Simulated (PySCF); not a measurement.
A PySCF script (with the pyscf-properties extension) for the NMR shieldings of `BNc1ccccc1`, C$_{6}$H$_{8}$BN, on a GFN2-xTB geometry:

```python
import basis_set_exchange as bse
import numpy as np
from pyscf import gto, dft
from pyscf.prop import nmr

atoms = """
B     2.794547   -0.681547   -0.328601
N     1.808224    0.284826   -0.168019
C     0.422789    0.179095   -0.033293
C    -0.242030   -1.045676   -0.024351
C    -1.616113   -1.093476    0.110593
C    -2.355411    0.070587    0.240458
C    -1.703912    1.291687    0.237229
C    -0.329908    1.346210    0.102003
H     3.901711   -0.309200   -0.415484
H     2.532205   -1.819028   -0.375328
H     2.096961    1.255015   -0.140110
H     0.321885   -1.958029   -0.122079
H    -2.116004   -2.050936    0.117432
H    -3.428986    0.026816    0.343592
H    -2.266649    2.207909    0.341239
H     0.173093    2.304692    0.103308
"""
names = dict.fromkeys(["B", "N", "C", "H"], "pcSseg-1")
basis = {el: gto.basis.parse(bse.get_basis(n, elements=[el], fmt="nwchem")) for el, n in names.items()}
mol = gto.M(atom=atoms, basis=basis, charge=0, verbose=0)
mf = dft.RKS(mol, xc="PBE0")
mf.grids.level = 2
mf.grids.alignment = dft.numint.BLKSIZE   # the property module wants whole blocks of grid points
mf.conv_tol = 1e-9
mf.kernel()

calc = nmr.RKS(mf)   # GIAO
C = mf.mo_coeff
Co = C[:, mf.mo_occ > 0]
resp = mf.gen_response(singlet=True, hermi=2)
def vind(x):   # induced exchange potential for any number of trial vectors
    d = np.einsum("pi,xij,qj->xpq", C, 2 * x.reshape(-1, C.shape[1], Co.shape[1]), Co, optimize=True)
    return np.einsum("xpq,pi,qj->xij", resp(d - d.transpose(0, 2, 1)), C, Co, optimize=True).ravel()
mo1, _ = nmr.rhf.solve_mo1(calc, with_cphf=vind)
sigma = calc.kernel(mo1)
for i, s in enumerate(sigma):   # ppm
    print("%2d %-2s %9.2f" % (i, mol.atom_pure_symbol(i), np.trace(s) / 3))
```

**Question.** What does it print?

**Answer.** 
```
 0 B      65.45
 1 N      95.65
 2 C      37.78
 3 C      67.63
 4 C      51.82
 5 C      58.34
 6 C      51.95
 7 C      62.96
 8 H      26.81
 9 H      26.07
10 H      24.77
11 H      23.72
12 H      24.09
13 H      24.45
14 H      24.15
15 H      24.83
```

These numbers come from an equivalent density-fitted implementation of the same equations, which agrees with the script to about 0.01 ppm for H and up to a few tenths of a ppm for heavy atoms, so last digits may differ.

Size and cost of the density-fitted run: 176 basis functions, 31 s wall time on 1 thread of an Arm Neoverse V1, shared host; peak memory 0.79 GiB.
